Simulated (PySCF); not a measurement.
Gas-phase reaction: B(OH)₃ + 3 H + 3 CH = B(OCH₃)₃

Method: PySCF energies plus ideal-gas RRHO corrections (1 bar). † marks an energy on the PBE0/def2-TZVP geometry and frequencies; other levels use their own. Open shells (unrestricted): H (multiplicity 2), CH (multiplicity 2, electronic degeneracy 4); the rest are closed-shell singlets. Spin-orbit splitting is ignored; it lowers the true energy and changes the entropy of CH. B3LYP is the form with VWN-RPA correlation. The harmonic model lacks anharmonicity and excited electronic states, which grow with temperature; levels with a mode under 35 cm⁻¹ are left out. Internal rotation in B(OH)₃, B(OCH₃)₃ is treated as a harmonic vibration of one conformer, which makes the entropy rough. Warning, spin contamination: CH (B3LYP/def2-TZVP†, BLYP/def2-TZVP†, M06-2X/def2-TZVP†, PBE0/def2-SVP†, PBE0/def2-TZVP, r2SCAN/def2-TZVP†, ωB97X-V/def2-TZVP†).

```csv
level,"ΔE electronic, kJ","ΔH°(298 K), kJ","ΔS°(298 K), J/K","ΔG°(1200 K), kJ"
B3LYP/def2-TZVP†,-2457,-2319,-765,-1358
BLYP/def2-TZVP†,-2423,-2285,-765,-1324
M06-2X/def2-TZVP†,-2510,-2372,-765,-1411
PBE0/def2-SVP†,-2570,-2432,-765,-1471
PBE0/def2-TZVP,-2514,-2376,-765,-1415
r2SCAN/def2-TZVP†,-2509,-2370,-765,-1409
ωB97X-V/def2-TZVP†,-2508,-2369,-765,-1408
```
ΔH° is lowest at PBE0/def2-SVP† and highest at BLYP/def2-TZVP†. No reference value is set beside these.
